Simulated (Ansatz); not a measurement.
GeH8SSi2, SMILES `S[SiH2][SiH2][GeH3]` at its PBE0-D4/def2-TZVP geometry, where that method's forces vanish. The species carries charge 0 and has multiplicity 1.

```xyz
12

S     2.1191    1.2512    1.3055
Si    1.7249    0.3936   -0.6204
Si   -0.0254   -1.1452   -0.4551
Ge   -1.9489   -0.0323    0.3987
H     0.8459    1.6154    1.5351
H     1.3951    1.4385   -1.6283
H     3.0094   -0.2465   -1.0046
H     0.3675   -2.2431    0.4692
H    -0.3494   -1.7287   -1.7875
H    -2.4171    1.0496   -0.5895
H    -1.6126    0.6582    1.7335
H    -3.1085   -1.0108    0.6435
```

Problem. What forces (eV/Å) does r2SCAN-D4/def2-TZVPP give on these atoms in the Gaussian-basis code of Ansatz? (An estimate is asked.)

Solution. Ansatz gave: 
```
S1   0.037  0.024  0.058
Si2 -0.003 -0.006 -0.044
Si3 -0.027 -0.004  0.000
Ge4 -0.014  0.007  0.006
H5  -0.005  0.003 -0.002
H6   0.009 -0.017 -0.002
H7  -0.017  0.014  0.000
H8  -0.009  0.008 -0.014
H9  -0.001  0.000  0.016
H10  0.015 -0.050  0.052
H11 -0.031 -0.032 -0.063
H12  0.047  0.054 -0.007
```
